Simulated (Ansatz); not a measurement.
Ansatz (a quantum-chemistry and plane-wave program) input (CCSD(T)/cc-pVQZ):

Ansatz 0.2 input:
```yaml
crystal:
  periodic: [false, false, false]
  atoms:
    - {symbol: C, position_ang: [-1.70031984, 0.25222411, 0.24847384]}
    - {symbol: C, position_ang: [-1.26453226, -1.17680882, -0.18531255]}
    - {symbol: C, position_ang: [0.25015884, -1.09699699, -0.46726680]}
    - {symbol: C, position_ang: [0.68531337, 0.10004948, 0.36856753]}
    - {symbol: C, position_ang: [-0.42908947, 1.12353790, 0.19270109]}
    - {symbol: N, position_ang: [2.03423213, 0.64656321, -0.08306644]}
    - {symbol: H, position_ang: [-2.10054526, 0.23730666, 1.26112083]}
    - {symbol: H, position_ang: [-2.47745279, 0.66087832, -0.39310513]}
    - {symbol: H, position_ang: [-1.46169412, -1.89339598, 0.61046323]}
    - {symbol: H, position_ang: [-1.80237993, -1.52407396, -1.06435519]}
    - {symbol: H, position_ang: [0.42626519, -0.88036808, -1.52628624]}
    - {symbol: H, position_ang: [0.78363201, -2.01477705, -0.22083538]}
    - {symbol: H, position_ang: [0.82389671, -0.16868510, 1.41653058]}
    - {symbol: H, position_ang: [-0.41478802, 1.91413178, 0.94267504]}
    - {symbol: H, position_ang: [-0.33562716, 1.59288014, -0.79245575]}
    - {symbol: H, position_ang: [2.30759677, 1.46760651, 0.46213993]}
    - {symbol: H, position_ang: [2.77284886, -0.05485807, 0.00940482]}
    - {symbol: H, position_ang: [1.98943911, 0.92537806, -1.06681013]}
basis:
  gaussian:
    orbitals: cc-pVQZ
total_charge: 1
magnetization: {spin_polarized: false}
correlation: {method: ccsd_t, electrons: outside_noble_gas}
```

End of the output:

```
integrals: 31.81 GiB planned
3986 factors; integrals over basis functions are off by at most 9.4e-4 eV
11.05 GiB of device memory are held for the factors and their scratch space
mean field: 10.11 GiB planned
mean field evaluation 1: about -6812.3457 eV, gradient 5.8e1 eV
mean field evaluation 2: about -6812.5304 eV, gradient 5.8e1 eV
mean field evaluation 4: about -6820.9249 eV, gradient 5.4e0 eV
mean field evaluation 8: about -6821.0284 eV, gradient 3.7e-1 eV
mean field evaluation 16: about -6812.3439 eV, gradient 5.8e1 eV
mean field -6821.02882541 eV, -250.6681858745 hartree, gradient 1.1e-6 eV, S^2 0.000000; 0 other end points of the search recorded, 0 dependent functions left out
6 core orbitals not correlated
reference -6821.02882541 eV, -250.6681858745 hartree; 18, 18 occupied and 666, 666 virtual orbitals, 3986 factors
second order -30.89663172 eV of doubles, -0.00000000 eV of singles
coupled cluster: 64.34 GiB planned
cycle   1  -31.32948712 eV  change   -4.3e-1 eV  update   9.8e-2
cycle   2  -32.02718586 eV  change   -7.0e-1 eV  update   2.7e-2
cycle   3  -32.13069618 eV  change   -1.0e-1 eV  update   1.1e-2
cycle   4  -32.12520356 eV  change    5.5e-3 eV  update   2.3e-3
cycle   5  -32.12641348 eV  change   -1.2e-3 eV  update   8.2e-4
cycle   6  -32.12684140 eV  change   -4.3e-4 eV  update   1.8e-4
cycle   7  -32.12673070 eV  change    1.1e-4 eV  update   6.2e-5
cycle   8  -32.12670475 eV  change    2.6e-5 eV  update   1.7e-5
perturbative correction -1.33788154 eV, -0.0491662399 hartree
Total energy: -6854.49341170 eV, -251.8979867376 hartree
```

It need not be the lowest isomer of its formula.
